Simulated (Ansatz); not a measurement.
A made-up structure of ZnBH2, doublet:

```
4
angstrom
B 0.3587 -0.8416 0.5922
Zn -0.3002 0.7047 -0.4958
H 0.6470 -0.4812 -0.3021
H -0.8085 1.8964 -1.3336
```

It is relaxed with PBE-D4/def2-SVP and then PBE0-D4/def2-TZVP (Ansatz 0.2.0). Atoms count as bonded within 1.22 times the sum of their covalent radii (H–H: 0.88 Å). The end point is not checked to be a true minimum.

(1) Does its bonding change? (A judgement: the text doesn't fix the answer.)

Results:

(1) The calculation gives: Yes. Formed: none; broken: Zn2–H3.

Where it ends: The first stage lowers the energy by 3.19 eV in 11 steps. It ends as ZnBH₂ ([BH][ZnH]):
```
4
angstrom
B 0.5331 -0.5513 -0.0431
Zn -0.4938 1.0488 -0.6708
H 1.1430 -1.5010 0.3289
H -1.2852 2.2819 -1.1543
```

Labels in which every atom is bracketed show which atoms are joined, not bond orders.

For scale, one of the runs: PBE0-D4/def2-TZVP relaxation, 91 basis functions, launched by `ansatz run in.yaml --threads 2 --pin off --events-out ev --progress --plain --max-ram 4352MiB`. Hardware: 2 CPU threads of an Arm Neoverse V2, shared host. Wall time about 110 s.
